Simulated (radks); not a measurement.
The mean radii <r> (bohr) of the occupied orbitals of an atom or ion are listed with their occupations. Calculated with a radial shooting solver on a logarithmic mesh with Libxc functionals: Dirac Kohn-Sham, Slater X-alpha with alpha = 0.984, spin-unpolarised, spherical densities, finite nucleus; Fermi nuclear charge, rms radius of each element as measured or else 0.836 A^(1/3) + 0.57 fm.

| orbital | occ. | <r> |
|---|---|---|
| 1s1/2 | 2 | 0.01930 |
| 2s1/2 | 2 | 0.08102 |
| 2p1/2 | 2 | 0.06714 |
| 2p3/2 | 4 | 0.07474 |
| 3s1/2 | 2 | 0.2112 |
| 3p1/2 | 2 | 0.2008 |
| 3p3/2 | 4 | 0.2150 |
| 3d3/2 | 4 | 0.1885 |
| 3d5/2 | 6 | 0.1928 |
| 4s1/2 | 2 | 0.4752 |
| 4p1/2 | 2 | 0.4814 |
| 4p3/2 | 4 | 0.5139 |
| 4d3/2 | 4 | 0.5351 |
| 4d5/2 | 6 | 0.5465 |
| 5s1/2 | 2 | 1.147 |
| 5p1/2 | 2 | 1.266 |
| 5p3/2 | 4 | 1.362 |
| 4f5/2 | 6 | 0.6755 |
| 4f7/2 | 8 | 0.6873 |

Name the element and its charge. Open shells, if any, fill j = l - 1/2 first.

Answer. Z = 71, lutetium, charge +3: Lu3+ in [Xe] 4f14. The 1s radius gives Z: for a bare nucleus <r> = (2 gamma + 1)/(2Z) with gamma = sqrt(1 - (Z/c)^2), 0.01909 bohr for Z = 71, and screening makes it slightly larger (0.01930 here). The occupations add up to 68, and the charge is Z minus that.
